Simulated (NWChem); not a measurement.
The numbers come from NWChem runs, not from measurements. System: Ge (+1), charge 1, spin multiplicity 2. Its SCF solution wasn't tested for a lower state. Level: UB2PLYP/def2-TZVPD, 9 core orbitals frozen.

Input file:

```
start mol
memory heap 200 mb stack 900 mb global 1100 mb
charge 1
geometry units angstroms nocenter noautoz
  Ge     0.000000     0.000000     0.000000
  symmetry group D2h
end
basis spherical
  * library def2-tzvpd
end
dft
  xc hfexch 0.53 becke88 0.47 lyp 0.73 mp2 0.27
  dftmp2
  odft
  mult 2
  semidirect memsize 60000000 filesize 0
  iterations 100
end
mp2
  freeze core 9
end
task dft energy
```

Part of the output:

```
             Northwest Computational Chemistry Package (NWChem) 7.3.0
             --------------------------------------------------------

                                NWChem Input Module
                                -------------------

 Scaling coordinates for geometry "geometry" by  1.889725989
 (inverse scale =  0.529177249)

                             Geometry "geometry" -> ""
                             -------------------------

 Output coordinates in angstroms (scale by  1.889725989 to convert to a.u.)

  No.       Tag          Charge          X              Y              Z
 ---- ---------------- ---------- -------------- -------------- --------------
    1 Ge                  32.0000     0.00000000     0.00000000     0.00000000

 Effective nuclear repulsion energy (a.u.)       0.0000000000

            Nuclear Dipole moment (a.u.)
            ----------------------------
        X                 Y               Z
 ---------------- ---------------- ----------------
     0.0000000000     0.0000000000     0.0000000000

      Symmetry information
      --------------------

 Group name             D2h
 Group number             26
 Group order               8
 No. of unique centers     1

      Symmetry unique atoms

     1


 Summary of "ao basis" -> "" (spherical)
 ------------------------------------------------------------------------------
       Tag                 Description            Shells   Functions and Types
 ---------------- ------------------------------  ------  ---------------------
 *                         def2-tzvpd                 on all atoms

  dft_input: which_mp2 not specified, using semidirect MP2 by default.

                                 NWChem DFT Module
                                 -----------------

 Summary of "ao basis" -> "ao basis" (spherical)
 ------------------------------------------------------------------------------
       Tag                 Description            Shells   Functions and Types
 ---------------- ------------------------------  ------  ---------------------
 Ge                        def2-tzvpd               18       54   7s5p5d1f

 Summary of "ao basis" -> "ao basis" (spherical)
 ------------------------------------------------------------------------------
       Tag                 Description            Shells   Functions and Types
 ---------------- ------------------------------  ------  ---------------------
 Ge                        def2-tzvpd               18       54   7s5p5d1f

      Symmetry analysis of basis
      --------------------------

        ag         17
        au          1
        b1g         5
        b1u         7
        b2g         5
        b2u         7
        b3g         5
        b3u         7

            General Information
            -------------------
          SCF calculation type: DFT
          Wavefunction type:  spin polarized.
          No. of atoms     :     1
          No. of electrons :    31
           Alpha electrons :    16
            Beta electrons :    15
          Charge           :     1
          Spin multiplicity:     2
          Use of symmetry is: on ; symmetry adaption is: on
          Maximum number of iterations: 100
          AO basis - number of functions:    54
                     number of shells:    18
          Convergence on energy requested:  1.00D-06
          Convergence on density requested:  1.00D-05
          Convergence on gradient requested:  5.00D-04

              XC Information
[...]
              MO Center= -3.1D-19, -1.2D-33,  1.5D-32, r^2= 2.5D+00
   Bfn.  Coefficient  Atom+Function         Bfn.  Coefficient  Atom+Function
  ----- ------------  ---------------      ----- ------------  ---------------
    20      0.586856  1 Ge px                17      0.539722  1 Ge px
    11     -0.221932  1 Ge px                 8      0.085650  1 Ge px
    14     -0.059951  1 Ge px

 Vector   17  Occ=0.000000D+00  E=-3.260823D-01  Symmetry=b2u
              MO Center=  8.2D-33, -2.3D-19,  2.1D-32, r^2= 2.5D+00
   Bfn.  Coefficient  Atom+Function         Bfn.  Coefficient  Atom+Function
  ----- ------------  ---------------      ----- ------------  ---------------
    21      0.586856  1 Ge py                18      0.539722  1 Ge py
    12     -0.221932  1 Ge py                 9      0.085650  1 Ge py
    15     -0.059951  1 Ge py

 Vector   18  Occ=0.000000D+00  E=-2.872789D-01  Symmetry=b1u
              MO Center= -1.9D-16, -1.2D-16, -7.9D-14, r^2= 2.6D+00
   Bfn.  Coefficient  Atom+Function         Bfn.  Coefficient  Atom+Function
  ----- ------------  ---------------      ----- ------------  ---------------
    22      0.624694  1 Ge pz                19      0.496961  1 Ge pz
    13     -0.215867  1 Ge pz                10      0.082907  1 Ge pz
    16     -0.052465  1 Ge pz

   alpha - beta orbital overlaps
   -----------------------------

   alpha      1      2      3      4      5      6      7      8      9     10
    beta      1      2      3      4      5      6      7      8      9     11
 overlap   1.000  1.000  1.000  1.000  1.000  1.000  1.000  1.000  1.000  1.000

   alpha     11     12     13     14     15     16     17     18     19     20
    beta     10     13     12     14     15     18     17     16     19     22
 overlap   1.000  1.000  1.000  1.000  0.998  0.993  1.000  1.000  0.998  0.997

   alpha     21     22     23     24     25     26     27     28     29     30
    beta     23     24     20     21     29     25     26     31     30     32
 overlap   0.997  0.993  1.000  1.000  0.994  1.000  1.000  0.997  0.997  0.992

   alpha     31     32     33     34     35     36     37     38     39     40
    beta     27     28     33     38     39     36     37     41     40     34
 overlap   1.000  1.000  0.997  1.000  1.000  1.000  1.000  1.000  1.000  1.000

   alpha     41     42     43     44     45     46     47     48     49     50
    beta     35     42     43     44     45     46     47     49     48     50
 overlap   1.000  0.999  1.000  1.000  1.000  1.000  1.000  1.000  1.000  1.000

   alpha     51     52     53     54
    beta     51     52     53     54
 overlap   1.000  1.000  1.000  1.000

     --------------------------
     Expectation value of S2:
     --------------------------
      <S2> =      0.7545 (Exact =     0.7500)

                   NWChem MP2 Semi-direct Energy/Gradient Module
                   ---------------------------------------------

  Basis functions       =     54
  Molecular orbitals    =     54
  Frozen core           =      9
  Frozen virtuals       =      0
  Active alpha occupied =      7
  Active beta occupied  =      6
  Active alpha virtual  =     38
  Active beta virtual   =     39
  Use MO symmetry       = T
  Use skeleton AO sym   = T

  AO/Fock/Back tols     =   1.0D-09  1.0D-09  1.0D-09

 GA uses MA = F    GA memory limited = T

 Available:
  local mem=  4.43D+07
 global mem=  1.44D+08
 local disk=  0.00D+00
  mp2_memr nvloc                    38
  nvloc new                    38
   1 passes of   7:        3145728                      19243                   1348090.
   1 passes of   7: M     44322092           G      144173368           F      41176364.

 Semi-direct pass number   1 of   1  for UHF alpha       at        2.1s
  vrange nnbf                  1485
  mp2_eaftype                    10  avail_ma_in_mb                   386
 EAF : mp2_eaftype filesize          10     674045.
  mp2_eaf for mointskh                     10
Node 0 wrote      3.2 Mb in      0.0 s     Agg I/O rate:   816.8 Mb/s
 Done moints_semi at        4.0s
  mp2_eaftype                    10  avail_ma_in_mb                   386
 EAF : mp2_eaftype filesize          10     674045.
  mp2_eaf for kh                    10
 Done maket at        4.1s
 Done multipass loop at        4.1s

 GA uses MA = F    GA memory limited = T

 Available:
  local mem=  4.43D+07
 global mem=  1.44D+08
 local disk=  0.00D+00
  mp2_memr nvloc                    39
  nvloc new                    39
   1 passes of   6:        3145728                      17643                   1186522.
   1 passes of   6: M     44322092           G      144173368           F      41176364.

 Semi-direct pass number   1 of   1  for UHF beta        at        4.1s
  vrange nnbf                  1485
  mp2_eaftype                    10  avail_ma_in_mb                   386
 EAF : mp2_eaftype filesize          10     593261.
  mp2_eaf for mointskh                     10
Node 0 wrote      2.8 Mb in      0.0 s     Agg I/O rate:  1107.9 Mb/s
 Done moints_semi at        6.0s
  mp2_eaftype                    10  avail_ma_in_mb                   386
 EAF : mp2_eaftype filesize          10     593261.
  mp2_eaf for kh                    10
 Done maket at        6.1s
 Done multipass loop at        6.1s

          -------------------------------------------
          DFT energy                   -2076.209221188553
          Unscaled MP2 energy             -0.203084135157
          Total DFT+MP2 energy         -2076.264053905045
          -------------------------------------------

 -----------------------
 Performance information
 -----------------------

 Timer overhead =  2.05D-07 seconds/call

               Nr. of calls         CPU time (s)                 Wall time (s)                GFlops
             ---------------    -------------------     ------------------------------   -------------------
Name         Min   Avg   Max    Min     Avg     Max     Min     Avg     Max   Mx/calls   Min     Max     Sum
mp2: moin     2     2     2    3.9     3.9     3.9      3.9     3.9     3.9     2.0      0.0     0.0     0.0
mp2: make     2     2     2   3.95E-2 3.95E-2 3.95E-2  3.95E-2 3.95E-2 3.95E-2 1.97E-2   0.0     0.0     0.0
mp2: tota     1     1     1    4.1     4.1     4.1      4.1     4.1     4.1     4.1      0.0     0.0     0.0

 The average no. of pstat calls per process was 5.00D+00
 with a timing overhead of 1.03D-06s

 Task  times  cpu:        6.0s     wall:        6.0s

 Total times  cpu:        6.1s     wall:        6.1s
```
